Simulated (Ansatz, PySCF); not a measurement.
Here is a job for PySCF.
```python
from pyscf import gto, scf, mp

mol = gto.M(
    atom='''
C    -1.93226118   -0.87877838   -1.08309144
C    -1.16615806   -0.14511909   -0.07081910
C    -1.75632854    1.22564485    0.26526519
O     0.19073755    0.01307569   -0.54660046
C     1.17683098   -0.11673203    0.33964215
C     2.51978152    0.05901122   -0.32114520
O     1.00976696   -0.36191531    1.50618197
H    -1.44871035   -1.62616847   -1.67889592
H    -2.96093549   -0.64248765   -1.26083837
H    -1.08549622   -0.72327435    0.87341570
H    -1.76997595    1.85092644   -0.62406514
H    -2.77012522    1.10472935    0.63505391
H    -1.15615889    1.71025297    1.03154598
H     2.90572232   -0.92450228   -0.58295465
H     2.41993657    0.65210946   -1.22451736
H     3.21051858    0.52497187    0.37549431
''',
    basis='def2-svp',
    spin=1,
    verbose=4,
)

mf = scf.UHF(mol)
mf.kernel()

pt = mp.MP2(mf, frozen=7)
pt.kernel()
print('E(MP2) = %.10f' % pt.e_tot)
```

### Question
Convert this to an input for Ansatz (a first-principles code).

### Answer
This is not unique; one that fits is 
Ansatz 0.2 input:
```yaml
crystal:
  periodic: [false, false, false]
  atoms:
    - {symbol: C, position_ang: [-1.93226118, -0.87877838, -1.08309144]}
    - {symbol: C, position_ang: [-1.16615806, -0.14511909, -0.07081910]}
    - {symbol: C, position_ang: [-1.75632854, 1.22564485, 0.26526519]}
    - {symbol: O, position_ang: [0.19073755, 0.01307569, -0.54660046]}
    - {symbol: C, position_ang: [1.17683098, -0.11673203, 0.33964215]}
    - {symbol: C, position_ang: [2.51978152, 0.05901122, -0.32114520]}
    - {symbol: O, position_ang: [1.00976696, -0.36191531, 1.50618197]}
    - {symbol: H, position_ang: [-1.44871035, -1.62616847, -1.67889592]}
    - {symbol: H, position_ang: [-2.96093549, -0.64248765, -1.26083837]}
    - {symbol: H, position_ang: [-1.08549622, -0.72327435, 0.87341570]}
    - {symbol: H, position_ang: [-1.76997595, 1.85092644, -0.62406514]}
    - {symbol: H, position_ang: [-2.77012522, 1.10472935, 0.63505391]}
    - {symbol: H, position_ang: [-1.15615889, 1.71025297, 1.03154598]}
    - {symbol: H, position_ang: [2.90572232, -0.92450228, -0.58295465]}
    - {symbol: H, position_ang: [2.41993657, 0.65210946, -1.22451736]}
    - {symbol: H, position_ang: [3.21051858, 0.52497187, 0.37549431]}
basis:
  gaussian:
    orbitals: def2-SVP
magnetization: {spin_polarized: true, initial_magnetization: 1}
correlation: {method: mp2, electrons: outside_noble_gas}
accuracy: high
```

Both were run: PySCF gave -345.047733 Eh and Ansatz -345.047734 Eh, 0.000 mEh apart.
